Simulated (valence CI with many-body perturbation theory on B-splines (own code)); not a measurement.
Sensitivity of CI+MBPT for Tm³⁷⁺

Computed by relativistic CI+MBPT: four valence electrons over a frozen Dirac-Fock core [Ar] 3d10, a basis of 6 s, 6 p, 5 d, 3 f, 1 g functions for each j, with the one-electron correlation potential Σ1 (screened to all orders), the two-electron term Σ2, the three-electron term Σ3, Breit, model QED; selected single and double excitations, second order for the rest, scaled by the run's own slope (own B-spline code, finite nucleus).

The last digits are not significant, and no measured levels were compared; by estimate large intervals hold to a few tenths of a per cent, small ones and those within an open d or f shell to about a per cent.

The reference run has the lowest level (4s^2 4p1/2^2) J=0 and an ionisation energy of 1707.89 eV. Its largest variational space holds 9997 state functions.

Levels are named by their leading jj configuration (3d3/2^4 stands for four electrons in 3d with j = 3/2), which in mixed levels can hold well under half, so a name can repeat and another be missing. Letters in brackets count levels of one name in rising energy.

Changed runs:
A. logarithmic knot step 0.27 → 0.33
B. Breit term on → off; QED terms on → off; shift of the energy in Σ1 (hartree) 0 → -14.008
C. Breit term on → off; QED terms on → off
D. logarithmic knot step 0.27 → 0.8 (bad on purpose)

Excitation energies of the reference run in cm⁻¹, and shifts in cm⁻¹:

```csv
Level,Reference,A,B,C,D
(4s^2 4p1/2 4p3/2) J=1,497804,-2.0,+5472,+5623,-372
(4s^2 4p1/2 4p3/2) J=2,528973,-2.0,+5760,+5914,-372
(4s^2 4p3/2^2) J=2,1050230,-3.9,+11063,+11368,-750
(4s^2 4p3/2^2) J=0,1118240,-3.7,+10754,+11062,-749
(4s 4p1/2^2 4p3/2) J=2,1171960,-3.4,+7693,+7764,-1315
(4s 4p1/2^2 4p3/2) J=1,1278650,-3.5,+7594,+7668,-1295
(4s^2 4p1/2 4d3/2) J=2,1589740,-4.5,+9840,+9885,-458
(4s 4p1/2 4p3/2^2) J=2 [a],1625300,-5.2,+12701,+12904,-1504
(4s 4p1/2 4p3/2^2) J=3,1684200,-5.2,+13164,+13363,-1396
(4s^2 4p1/2 4d3/2) J=1,1714830,-4.4,+9884,+9953,-627
(4s 4p1/2 4p3/2^2) J=0,1760640,-5.3,+12630,+12851,-1656
(4s^2 4p1/2 4d5/2) J=2,1794160,-4.9,+12222,+12378,-795
Ionisation energy (eV),1707.89,-0.0018,+1.66,+1.92,-0.041
```
